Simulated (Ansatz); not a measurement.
A nudged elastic band was laid between two geometries of H2 + H2O2Zn (7 atoms, charge 0, multiplicity 1).

These are results of RKS r2SCAN/def2-SVP in Ansatz 0.2.0, not measurements.

```
movable images  : 5
climbing image  : yes
spring          : 5.0 eV/Å²
optimiser       : quadratic models (default)
start path      : through a guess of the saddle point
force threshold : 0.05 eV/Å
iteration limit : 60
end points      : relaxed
```

Image 0:

```xyz
7
Properties=species:S:1:pos:R:3
Zn 0.395 -0.724 -0.624
O 0.094 -1.072 1.083
O 0.658 -0.561 -2.357
H -0.950 1.062 1.439
H -1.189 1.782 1.523
H 0.759 -0.703 1.679
H 0.233 0.215 -2.744
```

Image 6:

```xyz
7
Properties=species:S:1:pos:R:3
Zn -0.287 1.002 -0.192
O 0.262 -0.541 1.245
O 0.300 -0.396 -1.207
H -0.435 -1.076 1.646
H -0.873 2.332 0.252
H 0.502 -0.996 0.393
H 0.532 -0.325 -2.138
```

**Question.** Which bonds break or form, and what moves?

**Answer.** Bonds broken: H4–H5. Bonds formed: Zn1–H5, O2–H4. H2 + H2O2Zn becomes H4O2Zn.

**Question.** What energy profile does the band end with?

**Answer.** The forces met the threshold. The highest image is number 3 of 0 to 6, 0.75 eV above the first end and 1.44 eV above the last; the last end lies 0.69 eV below the first. A vibrational analysis at the climbing image gives one clearly imaginary mode, 1035i cm⁻¹: a first-order saddle point. The orbitals stay closed-shell, which can raise the energy where a bond breaks towards radicals; this wasn't checked here.

| image | path coordinate (Å) | energy (eV) | H4–H5 (Å) | Zn1–H5 (Å) | O2–H4 (Å) |
| --- | --- | --- | --- | --- | --- |
| 0 | 0.00 | 0.00 | 0.76 | 3.66 | 2.40 |
| 1 | 1.09 | 0.03 | 0.76 | 3.06 | 2.32 |
| 2 | 2.17 | 0.03 | 0.77 | 2.87 | 2.23 |
| 3 | 3.26 | 0.75 | 0.99 | 1.86 | 1.32 |
| 4 | 4.41 | -0.30 | 2.20 | 1.54 | 0.97 |
| 5 | 5.57 | -0.50 | 3.10 | 1.53 | 0.97 |
| 6 | 6.72 | -0.69 | 3.71 | 1.52 | 0.97 |

**Question.** What is the geometry of the highest image?

**Answer.** 
```xyz
7
Properties=species:S:1:pos:R:3
Zn 0.136 0.035 -0.399
O 0.457 -0.287 1.474
O 0.550 -0.399 -2.074
H -0.539 0.545 1.239
H -1.013 1.115 0.590
H 0.317 -1.142 1.907
H 0.092 0.133 -2.736
```

**Question.** What are the harmonic wavenumbers there?

**Answer.** 1035i, 145, 164, 218, 359, 555, 684, 694, 737, 794, 1283, 1654, 1902, 3812, 3860 cm⁻¹.

The run took 3 min on 2 threads of Arm Neoverse V1, with other jobs on the host, peak memory 0.16 GiB.
